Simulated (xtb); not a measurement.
Cl3Ge (SMILES [Cl][Ge]([Cl])[Cl]), doublet, geometry from GFN2-xTB; GFN2-xTB (xtb).

The xtb input:
```
$ xtb mol.xyz --gfn 2 --uhf 1 --json

# file mol.xyz
4

Cl    -1.47561963    -1.37868741    -0.28744895
Ge     0.00218824     0.01532854     0.53081660
Cl    -0.45053478     1.95127180    -0.38783493
Cl     1.92203537    -0.60143812    -0.32390030
```

Output, abridged:

```
   ID    Z sym.   atoms
    1   17 Cl     1, 3, 4
    2   32 Ge     2

           -------------------------------------------------
          |                Calculation Setup                |
           -------------------------------------------------

           -------------------------------------------------
          |                 G F N 2 - x T B                 |
           -------------------------------------------------

          ...................................................
          :                      SETUP                      :
          :.................................................:
          :  # basis functions                  40          :
          :  # atomic orbitals                  36          :
          :  # shells                           12          :
          :  # electrons                        25          :
          :  max. iterations                   250          :
          :  Hamiltonian                  GFN2-xTB          :
          :  restarted?                      false          :
          :  GBSA solvation                  false          :
          :  PC potential                    false          :
          :  electronic temp.          300.0000000     K    :
          :  accuracy                    1.0000000          :
          :  -> integral cutoff          0.2500000E+02      :
          :  -> integral neglect         0.1000000E-07      :
          :  -> SCF convergence          0.1000000E-05 Eh   :
          :  -> wf. convergence          0.1000000E-03 e    :
          :  Broyden damping             0.4000000          :
          :  net charge                          0          :
          :  unpaired electrons                  1          :
          ...................................................

 iter      E             dE          RMSdq      gap      omega  full diag
   1    -15.2356423 -0.152356E+02  0.132E+01    5.18       0.0  T
   2    -15.0918887  0.143754E+00  0.116E+01    6.37       1.0  T
   3    -15.7140676 -0.622179E+00  0.514E+00    6.15       1.0  T
   4    -15.6728005  0.412671E-01  0.315E+00    6.01       1.0  T
   5    -15.7193413 -0.465408E-01  0.342E-01    6.37       1.0  T
   6    -15.7189920  0.349276E-03  0.411E-01    6.40       1.0  T
   7    -15.7193559 -0.363904E-03  0.911E-02    6.38       1.0  T
   8    -15.7193564 -0.459950E-06  0.490E-02    6.37       1.0  T
   9    -15.7193649 -0.852518E-05  0.898E-03    6.38       5.6  T
  10    -15.7193649 -0.390495E-07  0.105E-03    6.38      47.4  T
  11    -15.7193649 -0.843531E-09  0.463E-04    6.38     108.1  T
  12    -15.7193649 -0.157419E-09  0.808E-05    6.38     618.6  T

   *** convergence criteria satisfied after 12 iterations ***

         :::::::::::::::::::::::::::::::::::::::::::::::::::::
         ::                     SUMMARY                     ::
         :::::::::::::::::::::::::::::::::::::::::::::::::::::
         :: total energy             -15.714930931298 Eh    ::
         :: gradient norm              0.000036783497 Eh/a0 ::
         :: HOMO-LUMO gap              6.379580363463 eV    ::
         ::.................................................::
         :: SCC energy               -15.719363785587 Eh    ::
         :: -> isotropic ES           -0.013250737917 Eh    ::
         :: -> anisotropic ES          0.000978946091 Eh    ::
         :: -> anisotropic XC          0.000404958008 Eh    ::
         :: -> dispersion             -0.004329921096 Eh    ::
         :: repulsion energy           0.004432854288 Eh    ::
         :: add. restraining           0.000000000000 Eh    ::
         :: total charge               0.000000000004 e     ::
         :::::::::::::::::::::::::::::::::::::::::::::::::::::

           -------------------------------------------------
          |                Property Printout                |
           -------------------------------------------------

    * Orbital Energies and Occupations

         #    Occupation            Energy/Eh            Energy/eV
      -------------------------------------------------------------
         1        2.0000           -1.0701762             -29.1210
         2        2.0000           -1.0701762             -29.1210
         3        2.0000           -1.0676069             -29.0511
         4        2.0000           -0.6605960             -17.9757
         5        2.0000           -0.4902179             -13.3395
         6        2.0000           -0.4902179             -13.3395
         7        2.0000           -0.4720383             -12.8448
         8        2.0000           -0.4616778             -12.5629
         9        2.0000           -0.4616778             -12.5629
        10        2.0000           -0.4499347             -12.2433
        11        2.0000           -0.4499347             -12.2433
        12        2.0000           -0.4485224             -12.2049
        13        1.0000           -0.4001396             -10.8884 (HOMO)
        14                         -0.1656943              -4.5088 (LUMO)
        15                         -0.1656943              -4.5088
        16                         -0.1566216              -4.2619
        17                         -0.0044260              -0.1204
        18                         -0.0044260              -0.1204
        19                         -0.0017879              -0.0487
        20                         -0.0017879              -0.0487
        21                         -0.0014235              -0.0387
        22                         -0.0008100              -0.0220
        23                          0.0001986               0.0054
        24                          0.0001987               0.0054
       ...                                ...                  ...
        36                          0.9333253              25.3971
      -------------------------------------------------------------
                  HL-Gap            0.2344453 Eh            6.3796 eV
             Fermi-level           -0.3535364 Eh           -9.6202 eV

     #   Z          covCN         q      C6AA      α(0)
     1  17 Cl       0.811    -0.120   102.802    15.511
     2  32 Ge       2.432     0.361   219.306    29.357
     3  17 Cl       0.811    -0.120   102.802    15.511
     4  17 Cl       0.811    -0.120   102.802    15.511

 Mol. C6AA /au·bohr⁶  :       2020.894664
 Mol. C8AA /au·bohr⁸  :     113128.842283
 Mol. α(0) /au        :         75.888202

Wiberg/Mayer (AO) data.
largest (>0.10) Wiberg bond orders for each atom

 ---------------------------------------------------------------------------
     #   Z sym  total        # sym  WBO       # sym  WBO       # sym  WBO
 ---------------------------------------------------------------------------
     1  17 Cl   1.347 --     2 Ge   1.105     4 Cl   0.121     3 Cl   0.121
     2  32 Ge   3.315 --     3 Cl   1.105     1 Cl   1.105     4 Cl   1.105
     3  17 Cl   1.347 --     2 Ge   1.105     4 Cl   0.121     1 Cl   0.121
     4  17 Cl   1.347 --     2 Ge   1.105     1 Cl   0.121     3 Cl   0.121
 ---------------------------------------------------------------------------

Topologies differ in total number of bonds
Writing topology from bond orders to xtbtopo.mol

molecular dipole:
                 x           y           z       tot (Debye)
 q only:        0.002       0.017       0.589
   full:        0.002       0.015       0.522       1.327
molecular quadrupole (traceless):
                xx          xy          yy          xz          yz          zz
 q only:       -1.415       0.001      -1.412       0.017       0.123       2.827
  q+dip:       -1.661       0.001      -1.657       0.021       0.144       3.318
   full:       -2.187       0.001      -2.181       0.027       0.189       4.368

           -------------------------------------------------
          | TOTAL ENERGY              -15.714930931298 Eh   |
          | GRADIENT NORM               0.000036783497 Eh/α |
          | HOMO-LUMO GAP               6.379580363463 eV   |
           -------------------------------------------------

normal termination of xtb
```
